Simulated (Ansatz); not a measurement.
Consider the redistribution: `C[O][In]([F])[F]` + `[NH2][Zn][CH2]F` → `C[O][In]([NH2])[F]` + `F[CH2][Zn][F]`.

Calculated with Ansatz (gas phase, PBE0-D4/def2-TZVP geometries, no zero-point term in ΔE). CCSD(T)/CBS is the MP2 limit (def2-TZVPP, def2-QZVPP) plus CCSD(T) − MP2 in def2-TZVPP, frozen cores. Functionals use def2-TZVPP. Elements past krypton have def2 core potentials. For In, Zn outer-core shells are correlated without core-valence functions, which leaves a few kJ/mol of doubt a bond. Scalar relativity is left out up to krypton. Each species was taken in one conformer, which may not be the lowest.

```
      level  ΔE (kcal/mol)
       BLYP           -7.5
HF/def2-SVP           -9.0
```

(1) What does CCSD(T)/CBS give? (Best estimate.)

Largest T1 diagnostic among the species: 0.017.

Answers

(1) The calculation gave: -9.1 kcal/mol. The listed levels differ from it by 1.6, 0.1 kcal/mol.

Leaving LDA and LC-ωPBE aside and taking each functional with its dispersion term where it has one, the values, not all of them listed here, spread over 1.6 kcal/mol, from BHLYP-D4 to revPBE-D4. LDA lies −1.0 kcal/mol from PBE without D4. From BLYP to BHLYP (50 % exact exchange), in def2-TZVPP and without D4, ΔE moves by −1.2 kcal/mol. At CCSD(T), def2-SVP lies +0.9 kcal/mol from the extrapolated value and def2-TZVPP +0.6 kcal/mol.
